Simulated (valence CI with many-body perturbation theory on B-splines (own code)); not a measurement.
# Ladder of approximations for Er⁴⁵⁺

Calculated by configuration interaction combined with many-body perturbation theory (CI+MBPT): five valence electrons over a frozen Dirac-Fock core [Ar], radial functions for each j: 7 s, 7 p, 8 d, 6 f, 4 g, 1 h, with the one-electron correlation potential Σ1 (screened to all orders), the two-electron term Σ2, the three-electron term Σ3, Breit, model QED; selected single and double excitations, second order for the rest (own B-spline code, finite nucleus).

The last digits are not significant, and no measured levels were compared; by estimate large intervals hold to a few tenths of a per cent, small ones and those within an open d or f shell to about a per cent. Among the levels kept, up to 250 cm⁻¹ of a level comes from second order outside the variational space, and about a tenth of that is noise between levels of different J, which matters for small intervals. Only levels of the ground parity were solved; by the run's estimate the other parity begins above the list, which can be wrong where configurations are misplaced.

Each rung adds one term. CI alone is the Dirac-Coulomb CI over the frozen core; QED comes last and gives the full result, which names the levels. Energies are above (3d3/2^4 3d5/2) J=5/2 on the same rung, in eV.

Levels are named by their leading jj configuration (3d3/2^4 stands for four electrons in 3d with j = 3/2), which in mixed levels can hold well under half, so a name can repeat and another be missing. Letters in brackets count levels of one name in rising energy.

```tsv
Level	CI alone	+ Σ1	+ Σ2	+ Σ3	+ Breit	Full
(3d3/2^3 3d5/2^2) J=5/2 [a]	36.06	36.26	36.87	37.07	36.02	36.14
(3d3/2^3 3d5/2^2) J=7/2 [a]	47.72	47.92	48.29	48.41	46.85	46.98
(3d3/2^3 3d5/2^2) J=11/2	49.93	50.14	50.91	50.87	48.21	48.33
(3d3/2^3 3d5/2^2) J=3/2 [a]	48.78	48.99	49.11	49.15	48.25	48.38
(3d3/2^3 3d5/2^2) J=9/2	54.12	54.33	54.73	54.81	52.76	52.89
(3d3/2^3 3d5/2^2) J=5/2 [b]	56.84	57.06	57.04	57.22	55.66	55.79
(3d3/2^3 3d5/2^2) J=1/2	58.98	59.21	59.07	59.19	58.06	58.20
(3d3/2^3 3d5/2^2) J=7/2 [b]	61.56	61.78	61.74	61.70	60.10	60.23
(3d3/2^3 3d5/2^2) J=3/2 [b]	74.46	74.71	74.42	74.55	73.56	73.70
(3d3/2^2 3d5/2^3) J=5/2 [a]	82.89	83.28	84.07	84.26	82.22	82.46
(3d3/2^2 3d5/2^3) J=7/2 [a]	90.93	91.34	92.03	92.21	89.52	89.78
(3d3/2^2 3d5/2^3) J=11/2	92.21	92.62	93.83	93.87	90.17	90.42
(3d3/2^2 3d5/2^3) J=9/2 [a]	93.92	94.33	95.13	95.25	91.99	92.24
(3d3/2^2 3d5/2^3) J=13/2	97.76	98.18	99.52	99.47	94.82	95.07
(3d3/2^2 3d5/2^3) J=1/2 [a]	96.64	97.06	97.35	97.56	95.59	95.84
(3d3/2^2 3d5/2^3) J=3/2 [a]	97.89	98.31	98.76	98.85	96.78	97.04
(3d3/2^2 3d5/2^3) J=5/2 [b]	99.77	100.18	100.51	100.67	98.10	98.35
(3d3/2^2 3d5/2^3) J=9/2 [b]	104.83	105.25	105.96	105.96	102.87	103.13
(3d3/2^2 3d5/2^3) J=7/2 [b]	107.57	107.99	108.21	108.33	105.08	105.33
```

Question: How does the ionisation energy move along the ladder, and which term matters most?

Answer: CI alone 3730.0, + Σ1 3732.3, + Σ2 3743.0, + Σ3 3743.2, + Breit 3741.9, + QED 3741.9 eV. The largest step is Σ2, 10.6 eV. NIST lists 3742 ± 4 eV (theoretical).
